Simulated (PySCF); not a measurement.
## HClGaO, SMILES `[OH][Ga][Cl]` (H–O–Ga–Cl torsion 180°) (charge 0, multiplicity 2)

Computed with PySCF 2.14.0 with PBE0-D4/def2-TZVP.

```json
{
 "highest_occupied_spin_orbital": "-6.75 eV",
 "dipole_moment": "0.631 e·Å",
 "total_energy": "-2460.4999 Ha",
 "cost": "around 80 core-seconds (rough)"
}
```

```xyz
4

O     -0.9289    -0.4432     0.4623
Ga     0.3861     0.6827    -0.0111
Cl     2.3227    -0.2230    -0.3220
H     -1.7799    -0.0165     0.5945
```
Charge 0, spin multiplicity 2.
